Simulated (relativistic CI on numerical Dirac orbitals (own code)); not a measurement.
## Sensitivity of the levels of Ce XXXVI to α and to the nuclear radius

Computed by Dirac-Coulomb-Breit CI, separate exchange-only KLI orbitals for each configuration, derivatives by finite differences, unscaled Slater integrals, QED left out (own radial code, finite nucleus).

Configuration list (outside the closed core [Ne]): 3s²3p⁶3d⁵, 3s²3p⁵3d⁶, 3s²3p⁴3d⁷, 3s3p⁶3d⁶, 3p⁶3d⁷, 3s3p⁵3d⁷, 3s²3p⁶3d⁴4s, 3s²3p⁶3d³4s². Levels of other configurations are missing.

With x = (α/α₀)² − 1 an excitation energy changes as ω = ω₀ + qx; K = 2q/ω₀ is the relative enhancement. Terms are leading LS components, so labels can repeat. The field-shift factor is F = δν/δ⟨r²⟩ for the transition from the lowest level.

Lowest level 3s²3p⁶3d⁵ ⁶S5/2.

```
           Level  ω₀ (cm⁻¹)  q (cm⁻¹)      K  F (GHz/fm²)
 3s²3p⁶3d⁵ ⁶S5/2     120495    102800   1.71         1.27
 3s²3p⁶3d⁵ ⁴G7/2     193248    118300   1.22         1.55
 3s²3p⁶3d⁵ ⁴D3/2     197699    123900   1.25         1.43
3s²3p⁶3d⁵ ⁴G11/2     204630    118500   1.16         1.73
 3s²3p⁶3d⁵ ⁴G9/2     227223    134500   1.18         1.84
 3s²3p⁶3d⁵ ⁴D5/2     235194    158500   1.35         1.92
 3s²3p⁶3d⁵ ⁴P1/2     242947    159100   1.31         1.82
 3s²3p⁶3d⁵ ²F7/2     276564    133200  0.963         1.69
 3s²3p⁶3d⁵ ²D5/2     306409    242200   1.58         2.87
 3s²3p⁶3d⁵ ²D3/2     332750    184600   1.11         2.47
 3s²3p⁶3d⁵ ⁴D7/2     342830    274400    1.6         3.17
3s²3p⁶3d⁵ ²I11/2     351377    273000   1.55         3.49
 3s²3p⁶3d⁵ ⁴G9/2     364656    266200   1.46         3.25
 3s²3p⁶3d⁵ ⁴D1/2     372131    300200   1.61         3.41
 3s²3p⁶3d⁵ ⁴P3/2     379860    295600   1.56          3.5
3s²3p⁶3d⁵ ²I13/2     383132    275900   1.44         3.68
 3s²3p⁶3d⁵ ²F5/2     397273    283500   1.43         3.37
 3s²3p⁶3d⁵ ²H9/2     428122    284200   1.33         3.69
 3s²3p⁶3d⁵ ²G7/2     444965    284000   1.28         3.45
 3s²3p⁶3d⁵ ⁴F5/2     449862    294800   1.31         3.74
 3s²3p⁶3d⁵ ²D3/2     470821    277900   1.18         3.02
 3s²3p⁶3d⁵ ²F7/2     486716    301000   1.24         3.88
 3s²3p⁶3d⁵ ²S1/2     492157    286000   1.16         3.35
```

At this charge energies of transitions that change n are usually good to better than 1 %, and those within a shell (Δn = 0) to a few per cent. Terms inside the open d or f shell come out 10 to 20 % too wide with unscaled integrals.
